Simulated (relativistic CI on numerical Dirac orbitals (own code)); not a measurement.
Computed by Dirac-Coulomb-Breit CI, separate exchange-only KLI orbitals for each configuration, QED by a radiative potential, unscaled Slater integrals (own radial code, finite nucleus).

The strongest absorption lines from the ground level of an ion, among the configurations computed and to levels below about 5140 eV (vacuum wavelength in Å, gf): 2.6771 (0.44), 2.6836 (0.32), 2.7291 (0.44), 2.7304 (0.92), 2.7361 (1.1), 2.7390 (2.4), 2.8951 (2.1), 24.107 (0.32).

(1) Which ion is it?
A. Cs48+
B. Ag40+
C. Sb44+
D. Tc36+

Results:

(1) C. Sb44+ has 7 electrons and the ground level 2s²2p³ ²P°3/2; the strongest line goes to 2s²2p²3d ²F5/2. The pattern of lines fixes the number of electrons, and along that sequence the line energies rise steadily with the charge (about as its square where n changes within one kind of shell, about linearly where n is kept but much faster in heavy ions where fine structure, which grows about as Z⁴, sets the gap, and irregularly where shells cross), which fixes Z. Configurations outside the model, such as inner-shell arrays, can give stronger lines. At this charge energies of transitions that change n are usually good to better than 1 %, and those within a shell (Δn = 0) to a few per cent.

LS names give the leading component of a level, which can be under half, so a name can repeat, a term be missing and a line seem to break the LS rules.
